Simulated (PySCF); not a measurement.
Species: C$_{2}$H$_{5}$BBr, net charge 0, doublet state. It need not be the lowest isomer of its formula. 
Coordinates optimised at B3LYP-D3(BJ)/def2-TZVP (Ansatz):
```
B
C 1 1.5182
H 2 1.0835 1 123.29
H 2 1.0859 3 114.99 1 -179.99
C 1 1.5601 2 125.69 3 179.87
H 5 1.0915 1 112.93 2 0.86
H 5 1.0942 6 108.37 1 -123.13
H 5 1.0945 6 108.27 7 -114.07
Br 1 1.9543 2 116.37 3 -0.02
```
Charge 0, spin multiplicity 2.

Dispersion corrections to the total energy (kcal/mol) from the dftd3 and dftd4 libraries through PySCF: D3(BJ) without and D4 with the three-body term, each with the damping fitted for the functional named.

```tsv
functional	D3(BJ)	D4
BHLYP	-5.93	___
PBE	-4.16	___
LC-wPBE	___	-4.44
HSE06	-2.88	-3.12
revPBE	-10.40	-12.19
TPSS	-5.33	-5.38
r2SCAN	-1.16	-0.95
```

### Question
Complete the blanks.

### Answer

- BHLYP, D4: -4.93
- PBE, D4: -3.97
- LC-wPBE, D3(BJ): -4.07
